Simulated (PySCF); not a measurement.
Dipole moment and polarisability of ZnPh2

Species: ZnPh2, C12H10Zn (singlet state).
Geometry (PBE0-D3(BJ)/def2-SVP, Å), atoms numbered from 1 in this order:
```
atom  x, y, z in Å
Zn1    0.0012   -0.0213   -0.0013
C2     0.0139   -0.0339    1.9364
C3    -0.0558   -1.2330    2.6668
C4    -0.0520   -1.2402    4.0618
C5     0.0239   -0.0391    4.7654
C6     0.0946    1.1648    4.0662
C7     0.0884    1.1624    2.6711
H8    -0.1146   -2.1942    2.1455
H9    -0.1077   -2.1885    4.6033
H10    0.0278   -0.0414    5.8584
H11    0.1540    2.1111    4.6108
H12    0.1444    2.1256    2.1532
C13   -0.0163    0.0076   -1.9387
C14   -1.2169   -0.1043   -2.6615
C15   -1.2355   -0.0799   -4.0562
C16   -0.0444    0.0592   -4.7669
C17    1.1606    0.1730   -4.0754
C18    1.1697    0.1465   -2.6806
H19   -2.1705   -0.2140   -2.1344
H20   -2.1846   -0.1692   -4.5915
H21   -0.0552    0.0793   -5.8598
H22    2.0990    0.2821   -4.6257
H23    2.1335    0.2372   -2.1687
```

Level: B3LYP/def2-SVPD (PySCF), static field, nuclei fixed, core orbitals frozen in the response. The polarisability tensor in these axes (au):

```
x   127.12   5.80   0.79
y     5.80 127.65  -1.54
z     0.79  -1.54 244.52
```

Problem. Diagonalise the tensor; give its mean and Δα, where Δα² is half the sum of the squared differences of the eigenvalues.

Solution. Principal values 121.55, 133.19 and 244.54 au; mean 166.43 au = 24.66 Å³ = 27.44 × 10⁻⁴⁰ C²·m²/J; Δα = 117.60 au (71 % of the mean).

Problem. What is the dipole moment?

Solution. 0.01 D at this geometry.

Problem. What would n − 1 = 2πNα be for an ideal gas of these molecules at 273.15 K and 1 atm, electronic part alone?

Solution. N = p/kT = 2.6868 × 10¹⁹ cm⁻³, so n − 1 = 2π × N × 24.66 × 10⁻²⁴ cm³ = 4163 × 10⁻⁶ at long wavelengths.

Problem. Along which axes do the principal values lie, and how far do the nuclei extend along each?

Solution. Largest value along (0.01, -0.01, 1.00), where the nuclei span 11.72 Å; middle along (0.69, 0.72, 0.01), 3.32 Å; least along (0.72, -0.69, -0.01), 2.82 Å. The response follows the extents in order.

Problem. Find the Langevin capture rate constant for O2+ (31.990 u) meeting this molecule (218.007 u), k = 2.342 × 10⁻⁹ cm³/s × √(α in Å³ / reduced mass in u).

Solution. The reduced mass is 27.90 u, so k = 2.20 × 10⁻⁹ cm³/s.

Problem. Form Σ f/ω² (atomic units) for the 15 lowest TDDFT singlets, given as eV and f, and set it beside the mean polarisability, which is this sum over all singlets: 5.12, 0.0031; 5.12, 0.0020; 5.17, 0.0043; 5.24, 0.0057; 5.32, 0.0462; 5.34, 0.0000; 5.42, 0.0009; 5.42, 0.0007; 5.50, 0.4638; 5.57, 0.0000; 5.74, 0.0000; 5.78, 0.0000; 5.92, 0.0033; 5.95, 0.0044; 5.99, 0.0001.

Solution. They add up to 13.17 au, 7.9 % of the 166.43 au; the largest single term is 11.34 au, from the state at 5.50 eV. Terms in order: 0.09, 0.06, 0.12, 0.15, 1.21, 0.00, 0.02, 0.02, 11.34, 0.00, 0.00, 0.00, 0.07, 0.09, 0.00 au. Higher excitations give the rest. The strengths listed sum to 0.534.

Problem. What depolarisation ratio follows for Rayleigh scattering of linearly polarised light, taking the static tensor?

Solution. ρ = 3Δα²/(45ᾱ² + 4Δα²) = 41491.7/(1246439 + 55322.2) = 0.0319.

Isolated species at its PBE0-D3(BJ)/def2-SVP geometry, gas phase.
